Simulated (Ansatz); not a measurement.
`N[SiH2]S[SiH](N)F` + `N[SiH](S)Cl` → `N[Si@H](F)S[Si@@H](N)Cl` + `N[SiH2]S`  (ligand exchange at the Si–S bond)

Isolated molecules relaxed with PBE0-D4/def2-TZVP in Ansatz; ΔE leaves out vibrations. CCSD(T)/CBS is the MP2 limit (def2-TZVPP, def2-QZVPP) plus CCSD(T) − MP2 in def2-TZVPP, frozen cores. Functionals use def2-TZVPP. B3LYP here is the variant with VWN-RPA as its local correlation; programs differ in this. Each species was taken in one conformer, which may not be the lowest.

`N[SiH2]S[SiH](N)F`:

Z-matrix (Å, degrees):
```
Si
S 1 2.171
N 1 1.706 2 117.0
H 1 1.481 2 108.0 3 122.6
H 1 1.482 2 103.0 3 -119.8
Si 2 2.105 1 98.1 3 -44.2
H 3 1.008 1 119.0 2 -67.8
H 3 1.009 1 117.1 2 69.4
N 6 1.708 2 109.5 1 -39.6
F 6 1.600 2 113.4 1 76.5
H 6 1.480 2 107.3 1 -168.2
H 9 1.008 6 119.6 2 -45.0
H 9 1.009 6 119.8 2 171.1
```

`N[SiH](S)Cl`:

Cartesian coordinates in Å:
```
N -1.287 0.332 -0.499
Si 0.251 0.276 0.209
S 0.422 -1.668 1.044
Cl 1.855 0.560 -1.068
H -1.739 1.213 -0.679
H -1.599 -0.392 -1.126
H 0.338 1.385 1.180
H 1.760 -1.706 0.939
```

`N[Si@H](F)S[Si@@H](N)Cl`:

Z-matrix (Å, degrees):
```
Si
F 1 1.597
S 1 2.123 2 113.4
N 1 1.694 2 106.0 3 -121.2
H 1 1.480 2 105.0 3 113.5
Si 3 2.132 1 99.4 2 -71.3
H 4 1.006 1 121.8 2 -35.8
H 4 1.005 1 121.9 2 166.4
N 6 1.689 3 109.7 1 50.7
Cl 6 2.066 3 103.3 1 174.3
H 6 1.476 3 114.4 1 -72.0
H 9 1.006 6 122.3 3 37.6
H 9 1.006 6 121.9 3 -162.8
```

`N[SiH2]S`:

Cartesian coordinates in Å:
```
N -1.403 0.042 -0.276
Si 0.297 0.175 -0.309
S 1.209 -0.979 1.261
H -1.875 -0.596 -0.893
H -1.938 0.231 0.555
H 0.758 1.571 -0.103
H 0.708 -0.307 -1.651
H 2.245 -0.137 1.414
```

(1) Is it downhill or uphill in electronic energy at CCSD(T)/CBS, and by how much? (Best estimate.)

(2) What do these levels give: r2SCAN-D4, B3LYP-D4, ωB97M-V, SCS-MP2/def2-TZVPP, HF/CBS(def2), MP2/CBS(def2)? (Estimate.)

Largest T1 diagnostic among the species: 0.011.

## Answers

(1) The calculation gave: Uphill: ΔE = +0.11 eV.

(2) Ansatz gave: r2SCAN-D4 0.12, B3LYP-D4 0.10, ωB97M-V 0.11, SCS-MP2/def2-TZVPP 0.11, HF/CBS(def2) 0.05, MP2/CBS(def2) 0.11 eV.

In def2-TZVPP, CCSD(T) changes the Hartree–Fock value by +0.07 eV (the triples alone add +0.01 eV) and MP2 by +0.07 eV.
